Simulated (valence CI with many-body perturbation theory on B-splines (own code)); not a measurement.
## In²⁷⁺ in brief

Method: relativistic CI+MBPT: four valence electrons over a frozen Dirac-Fock core [Ar], radial functions for each j: 7 s, 7 p, 8 d, 6 f, 4 g, 1 h, with the one-electron correlation potential Σ1, the two-electron term Σ2, the three-electron term Σ3, Breit, model QED; selected CI, second order for the rest, scaled by the run's own slope (own B-spline code, finite nucleus).

The last digits are not significant, and no measured levels were compared; by estimate large intervals hold to a few tenths of a per cent, small ones and those within an open d or f shell to about a per cent. Only levels of the ground parity were solved; by the run's estimate the other parity begins above the list, which can be wrong where configurations are misplaced.

Levels are named by their leading jj configuration (3d3/2^4 stands for four electrons in 3d with j = 3/2), which in mixed levels can hold well under half, so a name can repeat and another be missing.

Rates and lifetimes use the calculated energies. Strong lines usually hold to 10 to 20 %, long lifetimes can be off by a factor of two.

**Question.** What is the ground level?

**Answer.** (3d3/2^4) J=0, composition 53 % 3d⁴ ⁵D + 41 % 3d⁴ ³P + 5 % 3d⁴ ¹S.

**Question.** How well does LS coupling describe the low levels?

**Answer.** Among the lowest 20 levels the leading LS term, summed over configurations, holds 60 % on average. For single configurations the figures are 60 % in LS and 73 % in jj coupling. Terms mix most in the J = 2 level at 30.706 eV, where the leading one holds 36 %.

**Question.** Name the longest-lived excited levels whose lifetime is computed, and their main decay.

**Answer.** (3d3/2^3 3d5/2) J=4 at 11.449 eV lives 263 ms, mostly by M1 to (3d3/2^2 3d5/2^2) J=3.

**Question.** What is the ionisation energy?

**Answer.** 1496.8 eV; NIST lists 1496 ± 4 eV (theoretical).
